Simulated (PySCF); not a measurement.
OsO₄, SMILES [O]=[Os](=[O])(=[O])=[O], multiplicity 1.

Geometry optimised at B3LYP-D3(BJ)/def2-SVP. The spin state was assumed, not searched. The isomer is the one that the SMILES or the coordinates give; other isomers of the formula were not compared. The def2 effective core potentials stand for the cores of Os; spin–orbit coupling is left out.

Calculation: M06-2X/def2-TZVP in PySCF.

Gas-phase values at a fixed geometry.

```yaml
total_energy: -391.43920 hartree
point_group: Td
highest_occupied_level: -12.13 eV
lowest_empty_level: -3.68 eV
orbital_gap: 8.46 eV
dipole_moment: 0.00 D
quadrupole, principal values (traceless, Buckingham form, about the centre of nuclear charge): 0.00, 0.00, 0.00 D·Å
mean_static_polarisability: 46.3 bohr³ (6.87 Å³)
polarisability_principal_values: 46.3, 46.3, 46.3 bohr³
```
